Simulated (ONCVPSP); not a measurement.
# Ge (Z = 32) ONCV: all-electron and pseudo phase curves

| Item | Value |
| --- | --- |
| Element | germanium (Ge) |
| Generator | ONCVPSP 4.0.1 |
| Type | optimised norm-conserving Vanderbilt (ONCV) |
| Functional | PW91 |
| Relativity | scalar-relativistic |
| Frozen core | [Ne] |
| Valence charge | 22 |
| Reference configuration | 3s2 3p6 3d10 4s2 4p1 (charge +1) |
| Partial waves | 3s+4s: rc 0.95 bohr, ncon 4, nbas 7, qcut 16.8 1/bohr, 3 projectors, debl 2.1 Ha; 3p+4p: rc 1.30 bohr, ncon 4, nbas 9, qcut 11.4 1/bohr, 2 projectors; 3d: rc 0.95 bohr, ncon 4, nbas 9, qcut 17.8 1/bohr, 2 projectors, debl 0.4 Ha |
| Local potential | polynomial inside 0.65 bohr (lpopt 3, dvloc0 6 Ha) |
| Core correction | none |

In the d channel the program set the typed energies aside and used -1.412, 0.250 Ha.

The phase is arctan(r·R′/R) of the radial function R(r), unwrapped; energies in Ha, scanned from -8 to 5 Ha. A pole is an energy at which the radial function vanishes at the test radius. The pseudo phase is shifted by a multiple of π to meet the all-electron one at the reference energy, and phase errors are pseudo minus all-electron; the curves can meet again beyond the range given. Levels narrower than the energy grid can be missing from the lists of poles.

```tsv
channel	radius (bohr)	reference energy (Ha)	poles, all-electron	poles, pseudo	unbroken range about the reference energy with phases within 0.05 rad	phase error 1 Ha above the reference energy (rad)
s	0.96	-0.73	-4.84	-4.84	the whole range	+0.000
p	1.32	-0.42	-4.30	-4.30	the whole range	+0.001
d	0.96	-1.41	0.40	0.40	the whole range	-0.000
```

Phases in the d channel:

| E (Ha) | all-electron | pseudo |
| --- | --- | --- |
| -7.96 | 1.174 | 1.174 |
| -7.24 | 1.137 | 1.137 |
| -6.52 | 1.089 | 1.089 |
| -5.80 | 1.024 | 1.024 |
| -5.08 | 0.927 | 0.927 |
| -4.36 | 0.772 | 0.772 |
| -3.64 | 0.494 | 0.494 |
| -2.92 | -0.019 | -0.019 |
| -2.20 | -0.673 | -0.673 |
| -1.48 | -1.116 | -1.116 |
| -0.76 | -1.357 | -1.357 |
| -0.04 | -1.504 | -1.504 |
| 0.68 | -1.608 | -1.608 |
| 1.40 | -1.692 | -1.692 |
| 2.12 | -1.770 | -1.770 |
| 2.84 | -1.852 | -1.852 |
| 3.56 | -1.946 | -1.946 |
| 4.28 | -2.067 | -2.066 |
| 5.00 | -2.237 | -2.235 |
